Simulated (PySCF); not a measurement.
(1Z,3Z)-1,4-dichlorobuta-1,3-diene (C₄H₄Cl₂), SMILES Cl/C=C\C=C/Cl.

The structure is a stationary point at B3LYP-D3(BJ)/def2-SVP. The values are those of a single conformer.

Computed with PySCF with PBE/def2-TZVP.

Isolated molecule, no solvent.

```yaml
total_energy: -1074.70292 hartree
point_group: C2h
highest_occupied_level: -5.78 eV
lowest_empty_level: -2.39 eV
orbital_gap: 3.39 eV
dipole_moment: 0.000 e·Å
quadrupole, principal values (traceless, Buckingham form, about the centre of nuclear charge): -5.64, -3.98, 9.62 D·Å
mean_static_polarisability: 82.0 bohr³ (12.15 Å³)
polarisability_principal_values: 43.5, 68.3, 134.1 bohr³
```
